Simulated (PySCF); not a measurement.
Numbering as in the mapped SMILES `[SiH3:1][CH2:2][CH:3]1[CH2:4][CH2:5]1`; H(Xn) means a hydrogen on atom n. Ha(C4), Ha(C5) are cis to C2 on the ring; Hb(C4), Hb(C5) are trans to C2 on the ring.

Geometry: GFN2-xTB; GIAO absolute shieldings from PySCF, gas phase, non-relativistic, averaged over equivalent atoms.

At PBE0/pcSseg-1 (142 basis functions, 18 s wall time on 1 thread of an Arm Neoverse V1, shared host):
```
        atoms  σ (ppm)
          Si1    423.6
           C2    169.9
           C3    175.8
        C4/C5    178.0
       H(Si1)    27.87
        H(C2)    31.04
        H(C3)    31.07
Hb(C4)/Hb(C5)    31.17
Ha(C4)/Ha(C5)    31.71
```

What do these become at PBE0/IGLO-II?

## Answers


```json
{"atoms": "Si1", "σ at PBE0/IGLO-II": "424.3", "change": "+0.7"}
{"atoms": "C2", "σ at PBE0/IGLO-II": "171.7", "change": "+1.8"}
{"atoms": "C3", "σ at PBE0/IGLO-II": "177.4", "change": "+1.6"}
{"atoms": "C4/C5", "σ at PBE0/IGLO-II": "180.2", "change": "+2.2"}
{"atoms": "H(Si1)", "σ at PBE0/IGLO-II": "27.89", "change": "+0.02"}
{"atoms": "H(C2)", "σ at PBE0/IGLO-II": "31.38", "change": "+0.34"}
{"atoms": "H(C3)", "σ at PBE0/IGLO-II": "31.37", "change": "+0.30"}
{"atoms": "Hb(C4)/Hb(C5)", "σ at PBE0/IGLO-II": "31.59", "change": "+0.42"}
{"atoms": "Ha(C4)/Ha(C5)", "σ at PBE0/IGLO-II": "32.07", "change": "+0.36"}
```

The largest change is at C4/C5 (three-membered-ring carbon). Cost: 183 basis functions, 16 s wall time on 1 thread of an Arm Neoverse V1, shared host. The order of the carbon signals is the same at both levels.
